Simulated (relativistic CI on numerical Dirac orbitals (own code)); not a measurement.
Method of calculation: Dirac-Coulomb-Breit CI, orbitals from a KLI potential per configuration, QED by a radiative potential, unscaled Slater integrals (own radial code, finite nucleus).

The strongest absorption lines from the ground level of an ion, among the configurations computed and to levels below about 1710 eV (vacuum wavelength in Å, gf): 7.2300 (0.019), 7.3156 (0.032), 7.4784 (0.064), 7.4836 (0.0001), 7.8557 (0.16), 7.8693 (0.00027), 9.1737 (0.76), 9.2392 (0.0012).

Problem. Which ion is it?
A. Mg⁸⁺
B. O⁶⁺
C. Mg¹⁰⁺
D. S¹⁴⁺

Solution. C. Mg¹⁰⁺ has 2 electrons and the ground level 1s2 1S_0; the strongest line goes to 1s.2p 1P°_1. The pattern of lines fixes the number of electrons, and along that sequence the line energies rise steadily with the charge (about as its square where n changes within one kind of shell, about linearly where n is kept but much faster in heavy ions where fine structure, which grows about as Z⁴, sets the gap, and irregularly where shells cross), which fixes Z. Configurations outside the model, such as inner-shell arrays, can give stronger lines. At this charge energies of transitions that change n are usually good to better than 1 %, and those within a shell (Δn = 0) to a few per cent.

LS names give the leading component of a level, which can be under half, so a name can repeat, a term be missing and a line seem to break the LS rules.
